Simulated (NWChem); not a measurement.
Molecule: SiH$_{2}$IF; SMILES F[SiH2]I

Results from NWChem. STO-3G and 3-21G are far too small for this property and stand as cheap habits. Structure relaxed at the PBE0/def2-SVP level. def2 effective core potentials on I; no spin-orbit coupling. Field at 589 nm.

| level | isotropic polarisability (bohr³) | anisotropy (bohr³) |
|---|---|---|
| B3LYP/STO-3G (all-electron, non-relativistic) | ___ | ___ |
| B3LYP/def2-SVP (core potentials) | 47.1 | 31.0 |
| B3LYP/def2-SVPD (core potentials) | 64.6 | 25.4 |

Some entries are withheld; supply them.


- B3LYP/STO-3G (all-electron, non-relativistic), isotropic polarisability (bohr³): 20.0
- B3LYP/STO-3G (all-electron, non-relativistic), anisotropy (bohr³): 24.9
